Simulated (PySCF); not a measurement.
H3B3Cl2N3, doublet, geometry from GFN2-xTB; R2SCAN/6-31G run with PySCF.

The PySCF input:
```python
from pyscf import gto, scf, dft

mol = gto.Mole()
mol.atom = '''
    Cl   -2.712040    0.848324    0.367754
    B    -1.236497    0.007581    0.008625
    N    -1.254505   -1.298651   -0.539166
    B    -0.062099   -2.006280   -0.841216
    N     1.172253   -1.358720   -0.575048
    B     1.235073   -0.053597   -0.027919
    Cl    2.760363    0.712867    0.286840
    N     0.019134    0.618165    0.259191
    H    -2.153273   -1.724722   -0.713914
    H     2.043289   -1.828598   -0.775964
    H     0.047945    1.549004    0.649484
'''
mol.basis = '6-31g'
mol.charge = 0
mol.spin = 1
mol.verbose = 4
mol.symmetry = True
mol.build()

mf = dft.UKS(mol)
mf.xc = 'r2scan'
mf.kernel()
mf.analyze()
```

Write the output that PySCF gives for this input, abridged.


```
PySCF version 2.14.0

[INPUT] verbose = 4
[INPUT] num. atoms = 11
[INPUT] num. electrons = 73
[INPUT] charge = 0
[INPUT] spin (= nelec alpha-beta = 2S) = 1
[INPUT] symmetry True subgroup None
[INPUT] Mole.unit = angstrom
[INPUT] Symbol           X                Y                Z      unit          X                Y                Z       unit  Magmom
[...]
nuclear repulsion = 432.665187435887
point group symmetry = C2v
symmetry origin: [ 2.84753251e-07  2.32979933e-07 -1.81206615e-07]
symmetry axis x: [-0.00406106  0.38678077 -0.92216275]
symmetry axis y: [ 0.9995846  -0.02474241 -0.01477967]
symmetry axis z: [-0.02853302 -0.92183971 -0.38651962]
num. orbitals of irrep A1 = 38
num. orbitals of irrep A2 = 7
num. orbitals of irrep B1 = 11
num. orbitals of irrep B2 = 30
number of shells = 50
number of NR pGTOs = 236
number of NR cGTOs = 86
basis = 6-31g
ecp = {}

******** <class 'pyscf.dft.uks_symm.SymAdaptedUKS'> ********
method = SymAdaptedUKS
initial guess = minao
damping factor = 0
level_shift factor = 0
DIIS = <class 'pyscf.scf.diis.CDIIS'>
diis_start_cycle = 1
diis_space = 8
diis_damp = 0
SCF conv_tol = 1e-09
SCF conv_tol_grad = None
SCF max_cycles = 50
direct_scf = True
direct_scf_tol = 1e-13
number electrons alpha = 37  beta = 36
XC library pyscf.dft.libxc version 7.1.2
    S. Lehtola, C. Steigemann, M. J. T. Oliveira, and M. A. L. Marques,  SoftwareX 7, 1–5 (2018)
XC functionals = r2scan
    J. W. Furness, A. D. Kaplan, J. Ning, J. P. Perdew, and J. Sun,  J. Phys. Chem. Lett. 11, 8208–8215 (2020)
    J. W. Furness, A. D. Kaplan, J. Ning, J. P. Perdew, and J. Sun,  J. Phys. Chem. Lett. 11, 9248–9248 (2020)
    J. W. Furness, A. D. Kaplan, J. Ning, J. P. Perdew, and J. Sun,  J. Phys. Chem. Lett. 11, 8208–8215 (2020)
    J. W. Furness, A. D. Kaplan, J. Ning, J. P. Perdew, and J. Sun,  J. Phys. Chem. Lett. 11, 9248–9248 (2020)
radial grids:
    Treutler-Ahlrichs [JCP 102, 346 (1995); DOI:10.1063/1.469408] (M4) radial grids

becke partition: Becke, JCP 88, 2547 (1988); DOI:10.1063/1.454033
pruning grids: <function nwchem_prune>
grids dens level: 3
symmetrized grids: True
atomic radii adjust function: <function treutler_atomic_radii_adjust>
small_rho_cutoff = 0
Freeze 0 electrons in irreps []
    73 free electrons in irreps A1 A2 B1 B2
Set gradient conv threshold to 3.16228e-05
tot grids = 151032
init E= -1162.14120344714

cycle= 1 E= -1160.87765997543  delta_E= 1.26  |g|= 0.425  |ddm|= 2.73
cycle= 2 E= -1160.7913174289  delta_E= 0.0863  |g|= 0.609  |ddm|= 0.911
cycle= 3 E= -1160.95912229477  delta_E= -0.168  |g|= 0.0715  |ddm|= 0.503
cycle= 4 E= -1160.96191763112  delta_E= -0.0028  |g|= 0.0162  |ddm|= 0.121
cycle= 5 E= -1160.96207290509  delta_E= -0.000155  |g|= 0.00493  |ddm|= 0.0291
cycle= 6 E= -1160.96209088267  delta_E= -1.8e-05  |g|= 0.00105  |ddm|= 0.00978
cycle= 7 E= -1160.96209213148  delta_E= -1.25e-06  |g|= 0.000668  |ddm|= 0.00274
cycle= 8 E= -1160.96209243081  delta_E= -2.99e-07  |g|= 0.000345  |ddm|= 0.0011
cycle= 9 E= -1160.96209250027  delta_E= -6.95e-08  |g|= 0.000151  |ddm|= 0.000628
cycle= 10 E= -1160.96209251687  delta_E= -1.66e-08  |g|= 3.24e-05  |ddm|= 0.000265
cycle= 11 E= -1160.96209251821  delta_E= -1.34e-09  |g|= 8.37e-06  |ddm|= 9.64e-05
cycle= 12 E= -1160.96209251829  delta_E= -8.12e-11  |g|= 4.89e-06  |ddm|= 3.01e-05
Extra cycle  E= -1160.96209251829  delta_E= 7.73e-12  |g|= 7.48e-06  |ddm|= 1.04e-05
converged SCF energy = -1160.96209251829  <S^2> = 0.75413314  2S+1 = 2.0041289
**** SCF Summaries ****
Total Energy =                       -1160.962092518285544
Nuclear Repulsion Energy =             432.665187435887276
One-electron Energy =                -2456.105973454748437
Two-electron Energy =                  862.478693500575673
Two-electron Coulomb Energy =          953.139098113785508
DFT Exchange-Correlation Energy =      -90.660404613209863
Wave-function symmetry = A1
alpha occupancy for each irrep:     A1   A2   B1   B2
                                    17    3    4   13
[...]
beta  MO #32 (B1 #3), energy= -0.306039587832505 occ= 1
beta  MO #33 (A1 #16), energy= -0.305575327008498 occ= 1
beta  MO #34 (B2 #13), energy= -0.293484211539477 occ= 1
beta  MO #35 (B1 #4), energy= -0.275093158413201 occ= 1
beta  MO #36 (A2 #3), energy= -0.267564640471316 occ= 1
beta  MO #37 (A1 #17), energy= -0.048117927572547 occ= 0
beta  MO #38 (A2 #4), energy= -0.00695995664072535 occ= 0
beta  MO #39 (B1 #5), energy= 0.00789716585089428 occ= 0
beta  MO #40 (A1 #18), energy= 0.0644066575024898 occ= 0
beta  MO #41 (A1 #19), energy= 0.100502065972629 occ= 0
beta  MO #42 (B1 #6), energy= 0.105629040014187 occ= 0
beta  MO #43 (B2 #14), energy= 0.114099421244107 occ= 0
beta  MO #44 (A1 #20), energy= 0.119155888403047 occ= 0
beta  MO #45 (B2 #15), energy= 0.127769351474546 occ= 0
beta  MO #46 (A1 #21), energy= 0.233434188128659 occ= 0
beta  MO #47 (A1 #22), energy= 0.254375677425321 occ= 0
beta  MO #48 (B2 #16), energy= 0.262198672034254 occ= 0
beta  MO #49 (B2 #17), energy= 0.298865863495669 occ= 0
beta  MO #50 (A1 #23), energy= 0.312054714984366 occ= 0
beta  MO #51 (B2 #18), energy= 0.317363606361168 occ= 0
beta  MO #52 (B1 #7), energy= 0.39447344867189 occ= 0
beta  MO #53 (B2 #19), energy= 0.406080772670253 occ= 0
beta  MO #54 (A1 #24), energy= 0.42379238264637 occ= 0
beta  MO #55 (A2 #5), energy= 0.440633804093854 occ= 0
beta  MO #56 (B2 #20), energy= 0.457162700606476 occ= 0
beta  MO #57 (B1 #8), energy= 0.466837502684962 occ= 0
beta  MO #58 (A1 #25), energy= 0.467805459831609 occ= 0
beta  MO #59 (B2 #21), energy= 0.484315303404742 occ= 0
beta  MO #60 (A1 #26), energy= 0.489674145338512 occ= 0
beta  MO #61 (A1 #27), energy= 0.502251223031751 occ= 0
beta  MO #62 (B1 #9), energy= 0.525776350184663 occ= 0
beta  MO #63 (A1 #28), energy= 0.548600861278257 occ= 0
beta  MO #64 (A2 #6), energy= 0.563121684980448 occ= 0
beta  MO #65 (B2 #22), energy= 0.56603009103172 occ= 0
beta  MO #66 (A1 #29), energy= 0.623691211754695 occ= 0
beta  MO #67 (B2 #23), energy= 0.684967792894741 occ= 0
beta  MO #68 (B2 #24), energy= 0.718637213771631 occ= 0
beta  MO #69 (A1 #30), energy= 0.724198083993899 occ= 0
beta  MO #70 (B1 #10), energy= 0.764999330942633 occ= 0
beta  MO #71 (A1 #31), energy= 0.768090134254822 occ= 0
beta  MO #72 (A2 #7), energy= 0.779956166612841 occ= 0
beta  MO #73 (B2 #25), energy= 0.874519009789127 occ= 0
beta  MO #74 (B1 #11), energy= 0.908808173478193 occ= 0
beta  MO #75 (A1 #32), energy= 0.913065729050127 occ= 0
beta  MO #76 (A1 #33), energy= 0.924089205653197 occ= 0
beta  MO #77 (B2 #26), energy= 0.968872237655292 occ= 0
beta  MO #78 (A1 #34), energy= 1.01885602006806 occ= 0
beta  MO #79 (B2 #27), energy= 1.10504785209601 occ= 0
beta  MO #80 (A1 #35), energy= 1.23645501367511 occ= 0
beta  MO #81 (B2 #28), energy= 1.2494560736082 occ= 0
beta  MO #82 (A1 #36), energy= 1.41798970917217 occ= 0
beta  MO #83 (B2 #29), energy= 1.44851045527892 occ= 0
beta  MO #84 (A1 #37), energy= 1.50312563166581 occ= 0
beta  MO #85 (A1 #38), energy= 1.61643462012495 occ= 0
beta  MO #86 (B2 #30), energy= 1.65768538684597 occ= 0
 ** Mulliken pop alpha/beta on meta-lowdin orthogonal AOs **
 ** Mulliken pop       alpha | beta **
In total            37.00000 | 36.00000
 ** Mulliken atomic charges   ( Nelec_alpha | Nelec_beta ) **
charge of  0Cl =     -0.09559  (     8.54935      8.54624 )
charge of  1B =      0.14335  (     2.44187      2.41478 )
charge of  2N =     -0.30671  (     3.64246      3.66425 )
charge of  3B =      0.07140  (     2.95568      1.97292 )
charge of  4N =     -0.30671  (     3.64246      3.66425 )
charge of  5B =      0.14335  (     2.44187      2.41478 )
charge of  6Cl =     -0.09559  (     8.54935      8.54624 )
charge of  7N =     -0.31481  (     3.65220      3.66261 )
charge of  8H =      0.25377  (     0.37557      0.37066 )
charge of  9H =      0.25377  (     0.37557      0.37066 )
charge of  10H =      0.25375  (     0.37363      0.37262 )
Dipole moment(X, Y, Z, Debye): -0.03742, -1.20890, -0.50688
```
